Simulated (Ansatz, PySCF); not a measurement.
Gas-phase reaction in SMILES: ClCCl [dichloromethane] → [CH2]Cl + Cl atom (the C-Cl bond at the site shown breaks; other sites are not compared here)
Each molecule is optimised on its own at B3LYP-D3(BJ)/def2-TZVP (Ansatz, a quantum-chemistry and plane-wave program).
Geometry of the first species:
SMILES: ClCCl
```xyz
5

C      0.0039     0.0052     0.7673
Cl    -0.0175     1.4825    -0.2263
Cl     0.0153    -1.4855    -0.2061
H     -0.8904    -0.0005     1.3784
H      0.9045     0.0193     1.3690
```

Quantity: bond dissociation energy (enthalpy at 298 K, with B3LYP-D3(BJ) rigid-rotor harmonic-oscillator terms from PySCF), in eV. Correlated levels leave the core frozen unless marked. UHF or UKS for open shells. No spin-orbit coupling. No relativistic terms. Basis-set limits of correlation are two-point, X^-3; Hartree-Fock from the larger set. The bracket is a focal-point correction in the basis named.

RI-MP2/CBS(aug-cc-pV(T+d)Z,aug-cc-pV(Q+d)Z)+[CCSD(T)-MP2]/aug-cc-pV(T+d)Z (Ansatz) gives 3.48 eV.

### Question
Another calculation gave 4.20 eV. Which level was it?
A) B3LYP/def2-TZVPD (Ansatz)
B) SVWN5/def2-TZVPD (Ansatz)
C) PBE0/def2-TZVPD (Ansatz)
D) M06-2X/def2-TZVPD (PySCF)

### Answer
B, SVWN5/def2-TZVPD (Ansatz). The others give 3.36 (PBE0), 3.17 (B3LYP), 3.48 (M06-2X) eV.
